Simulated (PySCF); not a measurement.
**Mo: excitation energy**

Mo [Kr] 4d5 5s1 (7S) → Mo [Kr] 4d4 5s2 (5D), as a difference of total energies. Computed with PySCF 2.14 in aug-cc-pVTZ-PP with one added diffuse shell each of s, p, d, f, g type with ECP28MDF (7s7p6d4f3g, 113 functions), with a scalar-relativistic core potential. Correlated levels: valence: 4s2 4p6 frozen. The calculations carry no spin-orbit coupling.

```csv
method,excitation energy (cm⁻¹)
UHF,17753
LDA,15191
PBE,16203
PBE0,16793
r2SCAN,18764
revPBE,16431
TPSS,15795
MP2 (valence),14502
SCS-MP2 (valence),8364.0
```
